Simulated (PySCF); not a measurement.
Electron correlation in Bi²⁺ (bismuth, charge +2)

[Xe] 4f14 5d10 6s2 6p1, 2P determinant. Calculation: PySCF 2.14, in ANO-RCC-VTZP (8s7p5d3f2g, 93 functions); scalar relativity by spin-free X2C-1e. Frozen: [Kr] 4d10 4f14; 21 electrons correlated.

MP2 pair energies summed by pair of shells (mhartree):

| pair | energy | share (%) |
| --- | --- | --- |
| 5d-5d | -286.94 | 46.5 |
| 5p-5d | -108.99 | 17.7 |
| 5d-6s | -100.60 | 16.3 |
| 5p-5p | -25.14 | 4.1 |
| 5d-6p | -24.78 | 4.0 |
| 5s-5d | -16.70 | 2.7 |
| 6s-6s | -15.53 | 2.5 |
| 6s-6p | -12.44 | 2.0 |
| 5s-5p | -10.97 | 1.8 |
| 5p-6s | -10.43 | 1.7 |
| 5p-6p | -2.37 | 0.4 |
| 5s-5s | -1.65 | 0.3 |
| 5s-6s | -0.61 | 0.1 |
| 5s-6p | -0.18 | 0.0 |

Total MP2 correlation energy: -617.32 mhartree.

Same-spin part -215.67 and opposite-spin part -401.65 mhartree; SCS-MP2 scales them by 1/3 and 6/5 to -553.87 mhartree.
